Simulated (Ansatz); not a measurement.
Coupled-cluster diagnostics for the cluster Rb6, Ansatz.

Geometry of the singlet (PBE0/def2-SVP):

| atom | x (Å) | y (Å) | z (Å) |
| --- | --- | --- | --- |
| Rb1 | 1.805 | 3.222 | 1.674 |
| Rb2 | 0.030 | -4.116 | 0.080 |
| Rb3 | -3.700 | -1.340 | -1.224 |
| Rb4 | 3.668 | -1.277 | 1.693 |
| Rb5 | -2.572 | 3.327 | -0.437 |
| Rb6 | 0.769 | 0.185 | -1.786 |

In the def2 sets Rb takes a core potential; there is no spin–orbit coupling. Correlated methods freeze no core orbitals; core or outer-core shells of Rb are correlated, in sets that lack core-valence functions. The structure comes from a short search, and lower isomers may exist.

Q: Estimate the CCSD(T) correlation energy, the shares of MP2 and (T), T1 and the reference's ⟨S²⟩ for: charge 0, singlet, own geometry in def2-SVP; and the rough time on 2 threads of Intel Xeon Platinum 8259CL on a shared host.

A: 
```csv
state,basis,correlation (eV),MP2 share (%),(T) share (%),T1,⟨S²⟩ (pure),wall time,remarks
"charge 0, singlet, own geometry",def2-SVP,-12.149,87.6,3.6,0.014,0.00 (0.00),2.8 min,restricted SCF unstable
```
Customary marks for T1 are 0.02 (closed shells), 0.045 (open shells) and about 0.05 (3d metals). T1 stays under 0.02 throughout.
